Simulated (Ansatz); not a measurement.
The lowest singlet and triplet of PH (SMILES [PH]); geometries from B3LYP-D3(BJ)/def2-TZVP, each state relaxed from the structure named, with no frequency check, low spin by broken symmetry.
Singlet (charge 0, multiplicity 1):
```json
[
 {"atom": "P", "x (Å)": "0.0000", "y (Å)": "0.0000", "z (Å)": "-0.0893"},
 {"atom": "H", "x (Å)": "0.0000", "y (Å)": "0.0000", "z (Å)": "1.3396"}
]
```
Triplet (charge 0, multiplicity 3):
```json
[
 {"atom": "P", "x (Å)": "0.0000", "y (Å)": "0.0000", "z (Å)": "-0.0893"},
 {"atom": "H", "x (Å)": "0.0000", "y (Å)": "0.0000", "z (Å)": "1.3392"}
]
```

A positive gap puts the triplet lower; no zero-point energy. R- takes a restricted singlet, here one determinant of a half-filled degenerate or near-degenerate pair, which mixes singlet states. U- takes an unrestricted singlet (broken symmetry where lower, unprojected). The triplet is unrestricted in single-reference levels.

Cores are frozen in the correlated methods.

The values were computed with Ansatz (an electronic-structure program) with Gaussian orbitals. Each number belongs to the level named beside it.

Question: One of these levels gives 136.6 kJ/mol for the gap E(singlet) − E(triplet), adiabatic. Which?
A. U-wB97X-V/def2-TZVPP (spin-contaminated)
B. U-PBE0/def2-TZVPP (spin-contaminated)
C. R-CCSD/cc-pV(Q+d)Z
D. R-B2PLYP/def2-TZVPP

Answer: D, R-B2PLYP/def2-TZVPP. The others give 33.9 (U-PBE0/def2-TZVPP (spin-contaminated)), 28.4 (U-wB97X-V/def2-TZVPP (spin-contaminated)), 122.3 (R-CCSD/cc-pV(Q+d)Z)

Doubts at one or more of the structures used: a restricted determinant that unrestricted orbitals would lower (R-B2PLYP/def2-TZVPP, R-CCSD/cc-pV(Q+d)Z).
